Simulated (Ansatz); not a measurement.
Computed with Ansatz on PBE0-D4/def2-TZVP structures; ΔE is electronic, products minus reactants. CCSD(T)/CBS is the MP2 limit (def2-TZVPP, def2-QZVPP) plus CCSD(T) − MP2 in def2-TZVPP, frozen cores. This one scheme is used for every species. Functionals use def2-TZVPP. For Ge outer-core shells are correlated without core-valence functions, which leaves a few kJ/mol of doubt a bond. Scalar relativity is left out up to krypton. One conformer a species, not always the lowest.

`S[CH2][GeH2][Cl]` + `N[SiH](F)Cl` → `F[SiH](Cl)[NH][GeH2][Cl]` + CH₃SH  (ligand exchange at a Ge–C bond)

`S[CH2][GeH2][Cl]`:

Cartesian coordinates in Å:
```
S -1.900 -0.777 -0.340
C -0.740 0.603 -0.265
Ge 0.959 0.113 0.564
Cl 1.777 -1.486 -0.641
H -1.067 -1.655 -0.925
H -0.572 1.039 -1.251
H -1.214 1.364 0.361
H 1.994 1.250 0.522
H 0.761 -0.451 1.975
```

`N[SiH](F)Cl`:

Cartesian coordinates in Å:
```
N 0.053 -1.068 0.079
Si -0.158 0.599 -0.051
F 0.324 1.221 -1.437
Cl 0.984 1.489 1.385
H 0.938 -1.480 0.324
H -0.561 -1.717 -0.385
H -1.579 0.956 0.087
```

`F[SiH](Cl)[NH][GeH2][Cl]`:

Z-matrix (Å, degrees):
```
Si
Cl 1 2.038
N 1 1.695 2 108.8
F 1 1.591 2 106.1 3 120.9
H 1 1.472 2 111.2 3 -123.5
Ge 3 1.831 1 129.6 2 22.3
H 3 1.010 1 116.1 2 -152.3
Cl 6 2.155 3 109.4 1 -89.7
H 6 1.531 3 108.1 1 154.8
H 6 1.526 3 109.6 1 28.0
```

CH₃SH:

Cartesian coordinates in Å:
```
C -0.223 -0.340 -0.275
S 0.352 0.400 1.269
H -0.934 0.306 -0.788
H -0.732 -1.264 0.002
H 0.608 -0.586 -0.935
H 0.928 1.484 0.728
```

```
 level  ΔE (kcal/mol)
B2PLYP           -7.3
  PBE0           -5.9
```

Question: What does CCSD(T)/CBS give? (An estimate is asked.)

Answer: The calculation gave: -6.7 kcal/mol. The listed levels differ from it by -0.6, 0.8 kcal/mol.

Largest T1 diagnostic among the species: 0.011.

In def2-TZVPP, CCSD(T) changes the Hartree–Fock value by +2.2 kcal/mol (the triples alone add +0.2 kcal/mol) and MP2 by +2.6 kcal/mol.
